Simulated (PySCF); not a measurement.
## InP⁻: from constants to spectrum

ROHF-CCSD(T) constants of InP⁻, ²Π (doublet), unpaired electrons π ↑ (In def2-TZVPPD with ECP28, P def2-TZVPPD; scalar-relativistic core potentials (PySCF 2.14); masses 114.9039 and 30.9738 u):

* ωe: 330.1 cm⁻¹
* ωexe: 1.14 cm⁻¹
* Be: 0.1147 cm⁻¹
* αe: 0.000525 cm⁻¹

(1) What force constant and bond length do these constants imply?

(2) Estimate the centrifugal constant D from the Kratzer relation and find the Dunham coefficient a1.

Correlated steps freeze 9 core orbitals. These are scalar-relativistic numbers at best; spin–orbit coupling would shift them, the dissociation energy most. The state is the lowest determinant that a PBE0 search found; another state may lie lower at other levels.

Results:

(1) Reduced mass μred = 24.397 u; k = 5.8918×10⁻⁷·μred·ωe² (u, cm⁻¹, mdyn/Å) = 1.57 mdyn/Å; Re = √(16.8576/(μred·Be)) (u, cm⁻¹, Å) = 2.454 Å.

(2) D = 4Be³/ωe² = 5.54e-08 cm⁻¹; a1 = −1 − αeωe/(6Be²) = -3.20.
